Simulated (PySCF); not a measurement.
Gas-phase reaction: SnH2 + 4 F ⇌ SnHF3 + HF

Method: PySCF energies (xtb for GFN2) plus ideal-gas RRHO corrections (1 bar). † marks an energy on the PBE0/def2-TZVP geometry and frequencies; other levels use their own. CCSD(T) freezes the core. Open shells (unrestricted): F (multiplicity 2); the rest are closed-shell singlets. GFN2 has no spin-polarisation term. Spin-orbit splitting is ignored; it lowers the true energy and changes the entropy of F. B3LYP is the form with VWN-RPA correlation. Sn: scalar-relativistic def2 core potential, no spin-orbit coupling. SnH2, SnHF3: computed as isolated molecules; such fragments, hydroxides, amides, oligomers or adducts are transient or little studied in the gas. CCSD(T) isn't extrapolated to the basis-set limit.

```tsv
level	ΔH°(298 K), kJ
B3LYP/def2-TZVP†	[?]
CCSD(T)/def2-SVP†	[?]
GFN2-xTB	-1255
HF/def2-TZVP†	-1063
M06-2X/def2-TZVP†	-1630
PBE/def2-SVP	[?]
PBE/def2-TZVP†	-1649
PBE0/def2-QZVP†	-1577
r2SCAN/def2-TZVP†	-1602
LDA/def2-TZVP†	[?]
```

Problem. Fill in the missing entries.

Solution. 
- B3LYP/def2-TZVP†, ΔH°(298 K), kJ: -1551
- CCSD(T)/def2-SVP†, ΔH°(298 K), kJ: -1452
- PBE/def2-SVP, ΔH°(298 K), kJ: -1607
- LDA/def2-TZVP†, ΔH°(298 K), kJ: -1919
